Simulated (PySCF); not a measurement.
OsH3 at several levels of theory

All levels use the PBE0 minimum (doublet; Os–H 1.583 Å (×3); H–Os–H 103.8° (×3)), basis [Os def2-TZVP with ECP60, H def2-TZVP], scalar-relativistic core potentials, density fitting, no spin–orbit coupling, PySCF. For vertical energies the ionised species is a triplet (spins chosen at PBE0 and kept) and the electron-attached one a singlet. Atomisation goes to high-spin ground-configuration atoms, without zero-point energy. Open shells are unrestricted, also as the reference of the correlated levels. A dash marks a value that was not computed or is not defined at that level.

Z-matrix (Å, degrees; charge 0 multiplicity 2):
```
Os
H  1 1.5832
H  1 1.5832 2 103.80
H  1 1.5832 2 103.80 3 -108.26
```

| level | atomisation (kJ/mol) | vertical IP (eV) | vertical EA (eV) | −ε(HOMO) (eV) | dipole (D) |
| --- | --- | --- | --- | --- | --- |
| PBE0 | 859 | 8.58 | 0.63 | 6.21 | 1.86 |
| HF | 458 | 7.45 | -0.58 | 9.97 | 2.73 |
| MP2 | 771 | 8.45 | 0.62 | – | – |
| PBE | 905 | 8.65 | 0.77 | 4.79 | 1.57 |
| B3LYP | 875 | 8.71 | 0.76 | 6.01 | 1.79 |
| r2SCAN | 888 | 8.56 | 0.63 | 5.06 | 1.71 |
| TPSSh | 921 | 8.62 | 0.66 | 5.50 | 1.86 |
| BP86 | 944 | 8.80 | 0.92 | 4.94 | 1.55 |
| r2SCANh | 871 | 8.55 | 0.60 | 5.60 | 1.80 |

Spin contamination in at least one species weakens the values at: HF, MP2.

Without diffuse functions attachment energies tend to come out too low.

Other spin states or occupations of the open shell can lie lower. Spin–orbit coupling, left out here, can matter for elements this heavy.
